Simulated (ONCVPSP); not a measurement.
**Building the ONCV potential for gallium (Ga) (PW91, fully relativistic).**

Input for ONCVPSP 4.0.1:

```
# ATOM AND REFERENCE CONFIGURATION
# atsym  z   nc   nv     iexc    psfile
  Ga 31.00    6    2  -109134      upf
#
#   n    l    f
    1    0    2.00
    2    0    2.00
    2    1    6.00
    3    0    2.00
    3    1    6.00
    3    2   10.00
    4    0    2.00
    4    1    0.50
#
# PSEUDOPOTENTIAL AND OPTIMIZATION
# lmax
    1
#
#   l,   rc,      ep,       ncon, nbas, qcut
    0    1.50    0.00    4    8    3.60
    1    2.30    0.00    3    6    3.10
#
# LOCAL POTENTIAL
# lloc, lpopt,  rc(5),   dvloc0
    0    5    1.50    0.00
#
# VANDERBILT-KLEINMAN-BYLANDER PROJECTORs
# l, nproj, debl
    0    0    3.40
    1    2    1.90
#
# MODEL CORE CHARGE
# icmod, fcfact, rcfact
    0    0.00    0.00
#
# LOG DERIVATIVE ANALYSIS
# epsh1, epsh2, depsh
   -2.00    5.00    0.02
#
# OUTPUT GRID
# rlmax, drl
    6.00    0.01
#
# TEST CONFIGURATIONS
# ncnf
    4
# nvcnf
#   n    l    f
    2
    4    0    2.00
    4    1    1.00
#
    2
    4    0    2.00
    4    1    0.00
#
    2
    4    0    1.00
    4    1    0.00
#
    2
    4    0    1.00
    4    1    2.00
#
```

Command:

```bash
oncvpspr.x < Ga.dat > Ga.out
```

Output (shortened: citation, most of the input echo, consistency checks and plot data are left out):

```
ONCVPSP  (Optimized Norm-Conservinng Vanderbilt PSeudopotential)
relativistic version 4.0.1

#   n    l    f        energy (Ha)
    1    0    2.00    -3.7605318D+02
    2    0    2.00    -4.6522969D+01
    2    1    6.00    -4.0190781D+01    -4.1207779D+01
    3    0    2.00    -5.5833363D+00
    3    1    6.00    -3.7320476D+00    -3.8655100D+00
    3    2   10.00    -8.4155244D-01    -8.5854746D-01
    4    0    2.00    -4.5985540D-01
    4    1    0.50    -2.0704706D-01    -2.1231260D-01

Reference configufation results
  iterations    30
  all-electron total energy (Ha)   -1.94439441D+03

Begin loop to  construct optimized pseudo wave functions
and semi-local pseudopoentials for all angular momenta

Calculating optimized projector #   1

 for l=   0

    Fraction of norm inside rc  0.172042
    Optimizing pswf for qcut=   3.59 a_B^-1,  ecut=   6.45 Ha
    Residual kinetic energy error=  2.09D-03 Ha

    Energy error per electron        Cutoff
         Ha          eV             Ha
         0.01000     0.27211        4.71
         0.00100     0.02721        7.74
         0.00010     0.00272       37.56
         0.00001     0.00027       77.20

   Wellstate for l =  1  n =  6 kap= -2
     eigenvalue =   1.6930
     asymptotic potential =   2.1930
     half-point radius =  4.4373

Calculating optimized projector #   1

 for l=   1

    Fraction of norm inside rc  0.295121
    Optimizing pswf for qcut=   3.09 a_B^-1,  ecut=   4.79 Ha
    Residual kinetic energy error=  2.31D-04 Ha

    Energy error per electron        Cutoff
         Ha          eV             Ha
         0.01000     0.27211        1.43
         0.00100     0.02721        2.40
         0.00010     0.00272        9.64
         0.00001     0.00027       22.93

Calculating optimized projector #   2

 for l=   1

    Fraction of norm inside rc  0.135081
    Optimizing pswf for qcut=   3.09 a_B^-1,  ecut=   4.79 Ha
    Residual kinetic energy error=  7.99D-03 Ha

    Energy error per electron        Cutoff
         Ha          eV             Ha
         0.01000     0.27211        4.37
         0.00100     0.02721        7.63
         0.00010     0.00272       24.52
         0.00001     0.00027       30.21

   Wellstate for l =  1  n =  6 kap=  1
     eigenvalue =   1.6877

Calculating optimized projector #   1

 for l=   1

    Fraction of norm inside rc  0.309172
    Optimizing pswf for qcut=   3.09 a_B^-1,  ecut=   4.79 Ha
    Residual kinetic energy error=  2.10D-04 Ha

    Energy error per electron        Cutoff
         Ha          eV             Ha
         0.01000     0.27211        1.49
         0.00100     0.02721        2.43
         0.00010     0.00272        9.27
         0.00001     0.00027       22.84

Calculating optimized projector #   2

 for l=   1

    Fraction of norm inside rc  0.135739
    Optimizing pswf for qcut=   3.09 a_B^-1,  ecut=   4.79 Ha
    Residual kinetic energy error=  7.27D-03 Ha

    Energy error per electron        Cutoff
         Ha          eV             Ha
         0.01000     0.27211        4.27
         0.00100     0.02721        7.54
         0.00010     0.00272       24.62
         0.00001     0.00027       30.46

Construct Vanderbilt / Kleinmman-Bylander projectors

B matrix Hermiticity error, ll=  1  kap= -2
   1   2   -6.6931D-05

  Orthonormal projector coefficients -1.1140E+01  1.2557E+00

B matrix Hermiticity error, ll=  1  kap=  1
   1   2   -6.8047D-05

  Orthonormal projector coefficients -6.6491E+00  1.2969E+00

 Orthonormal scalar projector coefficients, l =  1
 -9.6360E+00  1.2677E+00 -5.5617E-03  8.6082E-05

 Orthonormal spin-orbit projector coefficients, l =  1
 -3.0413E+00  4.4176E-02 -3.0148E-02  5.7755E-03

Pseudoatom total energy   -2.027803

Diagnostic tests using Vanderbilt-Kleinman-Bylander pseudopotentials
  relativistic with J = L +/- 1/2 projectors

   l  kap   rcore       rmatch      e in        delta e    norm test   slope test

   0  -1   1.5050309   1.5507269  -0.4598554  -0.0000001   1.0000030   0.9999990

   1  -2   2.3014527   2.3713298  -0.2070471   0.0000142   1.0002182   0.9980338
   1   1   2.3014527   2.3713298  -0.2123126   0.0000150   1.0000361   0.9930395
   1  -2   2.3014527   2.3713298   1.6929529   0.0000125   1.0002008   1.0002008
   1   1   2.3014527   2.3713298   1.6855071   0.0000168   1.0000544   1.0000544

Diagnostic tests using Vanderbilt-Kleinman-Bylander pseudopotentials
  relativistic with scalar and spin-orbit non-local projectors

   l  kap   rcore       rmatch      e in        delta e    norm test   slope test

   0  -1   1.5050309   1.5507269  -0.4598554  -0.0000001   1.0000030   0.9999990

   1  -2   2.3014527   2.3713298  -0.2070471   0.0005827   1.0012337   0.9240826
   1   1   2.3014527   2.3713298  -0.2123126   0.0006250   1.0009785   0.7552872
   1  -2   2.3014527   2.3713298   1.6929529   0.0049573   1.0002523   1.0002523
   1   1   2.3014527   2.3713298   1.6855071   0.0049456   1.0003512   1.0003512

Ghost test for J = L + 1/2

 Testing for bound ghosts
   n   l    E NL Schr. Eq   E Basis Diag.   E Cutoff

       1                       -0.531257     28.85  WARNING - GHOST(-)
   2   1       -0.207033       -0.199070     28.85

 Testing for highly-localized positive-energy ghosts
       l    <radius>/rc     E Basis Diag.   E Cutoff

Ghost test for J = L - 1/2

 Testing for bound ghosts
   n   l    E NL Schr. Eq   E Basis Diag.   E Cutoff

   2   1       -0.212298       -0.204982     28.85

 Testing for highly-localized positive-energy ghosts
       l    <radius>/rc     E Basis Diag.   E Cutoff

Test configuration 0

   n   l kap    f        eae           eps        diff
   1   0  -1  2.0000 -376.05318209
   2   0  -1  2.0000  -46.52296872
   2   1  -2  4.0000  -40.19078058
   2   1   1  2.0000  -41.20777916
   3   0  -1  2.0000   -5.58333627
   3   1  -2  4.0000   -3.73204760
   3   1   1  2.0000   -3.86551002
   3   2  -3  6.0000   -0.84155244
   3   2   2  4.0000   -0.85854746
   4   0  -1  2.0000   -0.45985540   -0.45985555   -1.48E-07
   4   1  -2  0.3333   -0.20704706   -0.20703282    1.42E-05
   4   1   1  0.1667   -0.21231260   -0.21229763    1.50E-05

    Total energies and differences
      AE_ref= -1.94439441E+03  AE_tst= -1.94439441E+03  dif=  0.00E+00
      PS_ref= -2.02780280E+00  PS_tst= -2.02780280E+00  dif=  1.78E-15
      PSP excitation error= -1.78E-15

Test configuration 1

   n   l kap    f        eae           eps        diff
   1   0  -1  2.0000 -375.91070817
   2   0  -1  2.0000  -46.38143436
   2   1  -2  4.0000  -40.04912499
   2   1   1  2.0000  -41.06610918
   3   0  -1  2.0000   -5.44164088
   3   1  -2  4.0000   -3.59028862
   3   1   1  2.0000   -3.72376678
   3   2  -3  6.0000   -0.69997780
   3   2   2  4.0000   -0.71696267
   4   0  -1  2.0000   -0.33151194   -0.33133253    1.79E-04
   4   1  -2  0.6667   -0.09483546   -0.09505090   -2.15E-04
   4   1   1  0.3333   -0.09915047   -0.09937432   -2.24E-04

    Total energies and differences
      AE_ref= -1.94439441E+03  AE_tst= -1.94446995E+03  dif= -7.55E-02
      PS_ref= -2.02780280E+00  PS_tst= -2.10340337E+00  dif= -7.56E-02
      PSP excitation error=  6.04E-05

Test configuration 2

   n   l kap    f        eae           eps        diff
   1   0  -1  2.0000 -376.21846002
   2   0  -1  2.0000  -46.68638755
   2   1  -2  4.0000  -40.35442075
   2   1   1  2.0000  -41.37144657
   3   0  -1  2.0000   -5.74704970
   3   1  -2  4.0000   -3.89584548
   3   1   1  2.0000   -4.02928475
   3   2  -3  6.0000   -1.00486892
   3   2   2  4.0000   -1.02188460
   4   0  -1  2.0000   -0.60360065   -0.60363006   -2.94E-05
   4   1  -2  0.0000   -0.33404709   -0.33404709    0.00E+00
   4   1   1  0.0000   -0.34031841   -0.34031841    0.00E+00

    Total energies and differences
      AE_ref= -1.94439441E+03  AE_tst= -1.94425868E+03  dif=  1.36E-01
      PS_ref= -2.02780280E+00  PS_tst= -1.89222235E+00  dif=  1.36E-01
      PSP excitation error=  1.45E-04

Test configuration 3

   n   l kap    f        eae           eps        diff
   1   0  -1  2.0000 -376.66834551
   2   0  -1  2.0000  -47.12603220
   2   1  -2  4.0000  -40.79487853
   2   1   1  2.0000  -41.81202485
   3   0  -1  2.0000   -6.19046579
   3   1  -2  4.0000   -4.33928683
   3   1   1  2.0000   -4.47264969
   3   2  -3  6.0000   -1.44391541
   3   2   2  4.0000   -1.46106720
   4   0  -1  1.0000   -0.96100092   -0.95418639    6.81E-03
   4   1  -2  0.0000   -0.65162114   -0.65162114    0.00E+00
   4   1   1  0.0000   -0.66039839   -0.66039839    0.00E+00

    Total energies and differences
      AE_ref= -1.94439441E+03  AE_tst= -1.94347876E+03  dif=  9.16E-01
      PS_ref= -2.02780280E+00  PS_tst= -1.11429066E+00  dif=  9.14E-01
      PSP excitation error=  2.14E-03

Test configuration 4

   n   l kap    f        eae           eps        diff
   1   0  -1  2.0000 -375.98223348
   2   0  -1  2.0000  -46.44945758
   2   1  -2  4.0000  -40.11726637
   2   1   1  2.0000  -41.13427944
   3   0  -1  2.0000   -5.51252003
   3   1  -2  4.0000   -3.66113302
   3   1   1  2.0000   -3.79457070
   3   2  -3  6.0000   -0.76880663
   3   2   2  4.0000   -0.78584898
   4   0  -1  1.0000   -0.37166254   -0.37021828    1.44E-03
   4   1  -2  1.3333   -0.12296322   -0.12348841   -5.25E-04
   4   1   1  0.6667   -0.12794179   -0.12843184   -4.90E-04

    Total energies and differences
      AE_ref= -1.94439441E+03  AE_tst= -1.94422859E+03  dif=  1.66E-01
      PS_ref= -2.02780280E+00  PS_tst= -1.86315487E+00  dif=  1.65E-01
      PSP excitation error=  1.17E-03
```

Note: ghosts flagged at negative energy: p3/2 at -14.5 eV; no localised positive-energy state flagged. A true bound ghost makes a file unfit for plane-wave use.

The run took about 3 s on one core of a shared server CPU.
